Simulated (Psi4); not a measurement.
Psi4 input (wB97X-D/6-31G*):

```
memory 1500 MB

molecule {
0 2
C    -1.61566600   -0.23967700    0.96882900
B    -0.32427600   -0.05275300    0.19743200
S    -0.17509400    1.43482000   -0.83178000
S     1.05009100   -1.23455700    0.26190600
H    -2.43084100    0.47423000    0.92228500
H    -1.80090800   -1.09386400    1.61005700
H     1.05914000    1.23052800   -1.32346200
H     0.48802200   -2.11326700    1.10897500
symmetry c1
no_reorient
no_com
}

set {
  basis 6-31G*
  reference uks
  scf_type pk
  dft_radial_points 99
  dft_spherical_points 590
  e_convergence 1e-8
  d_convergence 1e-7
  maxiter 150
}

e = energy('wb97x-d')
print_out(f'\nFINAL {e:.10f} DIPOLE {variable("CURRENT DIPOLE")[0]:.6f} {variable("CURRENT DIPOLE")[1]:.6f} {variable("CURRENT DIPOLE")[2]:.6f}\n')
```

Output:

```
   => Loading Basis Set <=

    Name: 6-31G*
    Role: ORBITAL
    Keyword: BASIS
    atoms 1   entry C          line   111 file 6-31gs.gbs
    atoms 2   entry B          line    94 file 6-31gs.gbs
    atoms 3-4 entry S          line   316 file 6-31gs.gbs
    atoms 5-8 entry H          line    44 file 6-31gs.gbs

   => WB97X-D: Empirical Dispersion <=

    Chai and Head-Gordon Dispersion Correction
    Chai, J.-D.; Head-Gordon, M. (2010), J. Chem. Phys., 132: 6615-6620

        s6 =       1.000000

         ---------------------------------------------------------
                                   SCF
               by Justin Turney, Rob Parrish, Andy Simmonett
                          and Daniel G. A. Smith
                              UKS Reference
         ---------------------------------------------------------

  ==> Geometry <==

    Molecular point group: c1
    Full point group: C1

    Geometry (in Angstrom), charge = 0, multiplicity = 2:

       Center              X                  Y                   Z               Mass
    ------------   -----------------  -----------------  -----------------  -----------------
         C           -1.615666000000    -0.239677000000     0.968829000000    12.000000000000
         B           -0.324276000000    -0.052753000000     0.197432000000    11.009305360000
         S           -0.175094000000     1.434820000000    -0.831780000000    31.972071174400
         S            1.050091000000    -1.234557000000     0.261906000000    31.972071174400
         H           -2.430841000000     0.474230000000     0.922285000000     1.007825032230
         H           -1.800908000000    -1.093864000000     1.610057000000     1.007825032230
         H            1.059140000000     1.230528000000    -1.323462000000     1.007825032230
         H            0.488022000000    -2.113267000000     1.108975000000     1.007825032230

  Running in c1 symmetry.

  Rotational constants: A =      0.21403  B =      0.10170  C =      0.06894 [cm^-1]
  Rotational constants: A =   6416.56171  B =   3048.83731  C =   2066.79641 [MHz]
  Nuclear repulsion =  176.215961313040964

  Charge       = 0
  Multiplicity = 2
  Electrons    = 47
  Nalpha       = 24
  Nbeta        = 23

  ==> Algorithm <==

  SCF Algorithm Type is PK.
  DIIS enabled.
  MOM disabled.
  Fractional occupation disabled.
  Guess Type is SAD.
  Energy threshold   = 1.00e-08
  Density threshold  = 1.00e-07
  Integral threshold = 1.00e-12

  ==> Primary Basis <==

  Basis Set: 6-31G*
    Blend: 6-31G*
    Number of shells: 36
    Number of basis functions: 76
    Number of Cartesian functions: 76
    Spherical Harmonics?: false
    Max angular momentum: 2

  ==> DFT Potential <==

   => LibXC <=

    Version 7.1.2
    S. Lehtola, C. Steigemann, M. J. T. Oliveira, and M. A. L. Marques,  SoftwareX 7, 1–5 (2018) (10.1016/j.softx.2017.11.002)

   => Composite Functional: WB97X-D <=

    wB97X-D Hyb-GGA Exchange-Correlation Functional

    J.-D. Chai and M. Head-Gordon,  Phys. Chem. Chem. Phys. 10, 6615–6620 (2008) (10.1039/B810189B)

    Deriv               =              1
    GGA                 =           TRUE
    Meta                =          FALSE

    Exchange Hybrid     =           TRUE
    MP2 Hybrid          =          FALSE

   => Exchange-Correlation Functionals <=

    1.0000   wB97X-D range-separated functional

   => Exact (HF) Exchange <=

    0.7780            HF,LR [omega = 0.2000]
    0.2220               HF

   => LibXC Density Thresholds  <==

    XC_HYB_GGA_XC_WB97X_D:  1.00E-14

   => Molecular Quadrature <=

    Radial Scheme          =       TREUTLER
    Pruning Scheme         =           NONE
    Nuclear Scheme         =       TREUTLER

    Blocking Scheme        =         OCTREE
    BS radius alpha        =              1
    Pruning alpha          =              1
    Radial Points          =             99
    Spherical Points       =            590
    Total Points           =         437504
    Total Blocks           =           3145
    Max Points             =            256
    Max Functions          =             74
    Weights Tolerance      =       1.00E-15

  ==> Integral Setup <==

  Using in-core PK algorithm.
   Calculation information:
      Number of atoms:                   8
      Number of AO shells:              36
      Number of primitives:            100
      Number of atomic orbitals:        76
      Number of basis functions:        76

      Integral cutoff                 1.00e-12
      Number of threads:                 1

  Performing in-core PK
  Using 12846603 doubles for integral storage.
  We computed 201080 shell quartets total.
  Whereas there are 222111 unique shell quartets.

  Computing range-separated integrals for PK
  We computed 201080 wK shell quartets total.
  Whereas there are 222111 wK unique shell quartets.

  ==> DiskJK: Disk-Based J/K Matrices <==

    J tasked:                  Yes
    K tasked:                  Yes
    wK tasked:                 Yes
    Omega:               2.000E-01
    Schwarz Cutoff:          1E-12


  Cached 100.0% of DFT collocation blocks in 0.774 [GiB].

  Minimum eigenvalue in the overlap matrix is 6.5735829062E-03.
  Reciprocal condition number of the overlap matrix is 1.0191261207E-03.
    Using symmetric orthogonalization.

  ==> Pre-Iterations <==

  SCF Guess: Superposition of Atomic Densities via on-the-fly atomic UHF (no occupation information).

   -------------------------
    Irrep   Nso     Nmo
   -------------------------
     A         76      76
   -------------------------
    Total      76      76
   -------------------------

  ==> Iterations <==

                        Total Energy        Delta E     RMS |[F,P]|

   @UKS iter SAD:  -861.10912832691929   -8.61109e+02   0.00000e+00
   @UKS iter   1:  -861.57994923770173   -4.70821e-01   5.33713e-03 DIIS/ADIIS
   @UKS iter   2:  -861.64977725465906   -6.98280e-02   3.48526e-03 DIIS/ADIIS
   @UKS iter   3:  -861.68774195604988   -3.79647e-02   4.60343e-04 DIIS/ADIIS
   @UKS iter   4:  -861.68913304133321   -1.39109e-03   2.31520e-04 DIIS/ADIIS
   @UKS iter   5:  -861.68962204558238   -4.89004e-04   6.50328e-05 DIIS
   @UKS iter   6:  -861.68971783091217   -9.57853e-05   3.50930e-05 DIIS
   @UKS iter   7:  -861.68973435224098   -1.65213e-05   1.22004e-05 DIIS
   @UKS iter   8:  -861.68973654339447   -2.19115e-06   4.00861e-06 DIIS
   @UKS iter   9:  -861.68973682732008   -2.83926e-07   1.28802e-06 DIIS
   @UKS iter  10:  -861.68973685847254   -3.11525e-08   4.49431e-07 DIIS
   @UKS iter  11:  -861.68973686109314   -2.62060e-09   1.87611e-07 DIIS
   @UKS iter  12:  -861.68973686166782   -5.74687e-10   7.52658e-08 DIIS
  Energy and wave function converged.

  ==> Post-Iterations <==

   Electrons on quadrature grid:
      Nalpha   =   23.9999990752 ; deviation = -9.248e-07
      Nbeta    =   22.9999990635 ; deviation = -9.365e-07
      Ntotal   =   46.9999981387 ; deviation = -1.861e-06

   @Spin Contamination Metric:   4.432190614E-03
   @S^2 Expected:                7.500000000E-01
   @S^2 Observed:                7.544321906E-01
   @S   Expected:                5.000000000E-01
   @S   Observed:                5.000000000E-01

    Orbital Energies [Eh]
    ---------------------

    Alpha Occupied:

       1A    -89.043735     2A    -89.041386     3A    -10.322525
       4A     -8.068052     5A     -8.065690     6A     -6.902972
       7A     -6.017403     8A     -6.014904     9A     -6.012760
      10A     -6.010440    11A     -6.010089    12A     -6.007874
      13A     -0.872451    14A     -0.828035    15A     -0.797376
      16A     -0.582430    17A     -0.542213    18A     -0.523883
      19A     -0.473264    20A     -0.420332    21A     -0.416084
      22A     -0.403689    23A     -0.340336    24A     -0.322180

    Alpha Virtual:

      25A      0.086232    26A      0.086504    27A      0.119129
      28A      0.177591    29A      0.180826    30A      0.211087
      31A      0.273885    32A      0.294423    33A      0.383680
      34A      0.424147    35A      0.429641    36A      0.441279
      37A      0.454127    38A      0.462200    39A      0.476285
      40A      0.479487    41A      0.549783    42A      0.572141
      43A      0.657304    44A      0.670277    45A      0.676530
      46A      0.768312    47A      0.790563    48A      0.835640
      49A      0.839006    50A      0.844162    51A      0.847291
      52A      0.914710    53A      0.928835    54A      0.938350
      55A      0.989939    56A      1.043948    57A      1.065425
      58A      1.093113    59A      1.216803    60A      1.240312
      61A      1.250825    62A      1.285090    63A      1.334746
      64A      1.485671    65A      1.737343    66A      1.760095
      67A      1.833046    68A      1.857434    69A      2.113009
      70A      2.173847    71A      2.498640    72A      2.524061
      73A      3.565454    74A      4.019956    75A      4.024827
      76A      4.276026

    Beta Occupied:

       1A    -89.043363     2A    -89.040939     3A    -10.313078
       4A     -8.067643     5A     -8.065198     6A     -6.903167
       7A     -6.017134     8A     -6.014577     9A     -6.012530
      10A     -6.010135    11A     -6.008763    12A     -6.006298
      13A     -0.867149    14A     -0.825587    15A     -0.760837
      16A     -0.577165    17A     -0.537146    18A     -0.517118
      19A     -0.466566    20A     -0.416267    21A     -0.401652
      22A     -0.393723    23A     -0.330324

    Beta Virtual:

      24A     -0.049258    25A      0.087474    26A      0.120221
      27A      0.122258    28A      0.180010    29A      0.184681
      30A      0.221847    31A      0.279099    32A      0.297687
      33A      0.384300    34A      0.424842    35A      0.432654
      36A      0.443133    37A      0.455607    38A      0.463412
      39A      0.478265    40A      0.480748    41A      0.553891
      42A      0.580370    43A      0.670039    44A      0.677303
      45A      0.720589    46A      0.772269    47A      0.791872
      48A      0.838094    49A      0.843145    50A      0.846444
      51A      0.851262    52A      0.916210    53A      0.935519
      54A      0.946857    55A      0.999294    56A      1.050756
      57A      1.074164    58A      1.096787    59A      1.220905
      60A      1.243533    61A      1.253199    62A      1.287483
      63A      1.356198    64A      1.500008    65A      1.754113
      66A      1.816768    67A      1.837510    68A      1.861217
      69A      2.160524    70A      2.227828    71A      2.520767
      72A      2.536292    73A      3.568601    74A      4.021988
      75A      4.026915    76A      4.320881

    Final Occupation by Irrep:
              A
    DOCC [    23 ]
    SOCC [     1 ]
    NA   [    24 ]
    NB   [    23 ]

  @UKS Final Energy:  -861.68973686166782

   => Energetics <=

    Nuclear Repulsion Energy =            176.2159613130409639
    One-Electron Energy =               -1537.3799798201969224
    Two-Electron Energy =                 544.3668950821535191
    DFT Exchange-Correlation Energy =     -44.8904469265107480
    Empirical Dispersion Energy =          -0.0021665101545440
    VV10 Nonlocal Energy =                  0.0000000000000000
    Total Energy =                       -861.6897368616678250

  UHF NO Occupations:
  HONO-2 :   22  A 1.9991474
  HONO-1 :   23  A 1.9990993
  HONO-0 :   24  A 1.0000000
  LUNO+0 :   25  A 0.0009007
  LUNO+1 :   26  A 0.0008526
  LUNO+2 :   27  A 0.0002603
  LUNO+3 :   28  A 0.0001604

Computation Completed

Properties will be evaluated at   0.000000,   0.000000,   0.000000 [a0]

Properties computed using the SCF density matrix

 Multipole Moments:

 ------------------------------------------------------------------------------------
     Multipole            Electronic (a.u.)      Nuclear  (a.u.)        Total (a.u.)
 ------------------------------------------------------------------------------------

 L = 1.  Multiply by 2.5417464519 to convert [e a0] to [Debye]
 Dipole X            :         -0.3069364           -0.0000208           -0.3069571
 Dipole Y            :         -0.3812158            0.0000151           -0.3812007
 Dipole Z            :          0.3993107            0.0000094            0.3993201
 Magnitude           :                                                    0.6316591

 ------------------------------------------------------------------------------------

FINAL -861.6897368617 DIPOLE -0.306957 -0.381201 0.399320

*** Psi4 exiting successfully. Buy a developer a beer!
```

The geometry given is a B3LYP-D3(BJ)/def2-TZVP minimum.
